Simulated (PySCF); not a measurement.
**Working out the ionisation energy of Br⁺**

Br⁺ [Ar] 3d10 4s2 4p4 (3P) → Br²⁺ [Ar] 3d10 4s2 4p3 (4S). All numbers are calculated (PySCF 2.14, a scalar-relativistic core potential, in aug-cc-pVTZ-PP with one added diffuse shell each of s, d, f type with ECP10MDF (7s5p5d3f, 68 functions)). Frozen: 3s2 3p6 3d10. Energies in hartree (1 hartree = 27.21139 eV):

```csv
part,Br⁺ (lower),Br²⁺ (upper)
UHF,-415.097965,-414.354493
MP2 opposite-spin,-0.081982,-0.059062
MP2 same-spin,-0.023809,-0.020853
```

**Question.** What does Hartree-Fock give?

**Answer.** (-414.354493) − (-415.097965) = 0.743472 hartree = 20.231 eV.

**Question.** What do MP2 and SCS-MP2 (6/5 opposite-spin, 1/3 same-spin) give?

**Answer.** The opposite-spin parts differ by 0.624 eV and the same-spin parts by 0.080 eV. MP2: 20.231 + (0.624) + (0.080) = 20.935 eV. SCS-MP2: 20.231 + 1.2 × (0.624) + (0.080)/3 = 21.006 eV.

Measured between the centres of the two terms (NIST): 21.409 eV, so MP2 (valence) is off by -0.474 eV.

What remains against the reference includes basis incompleteness, the frozen core and correlation beyond second order.
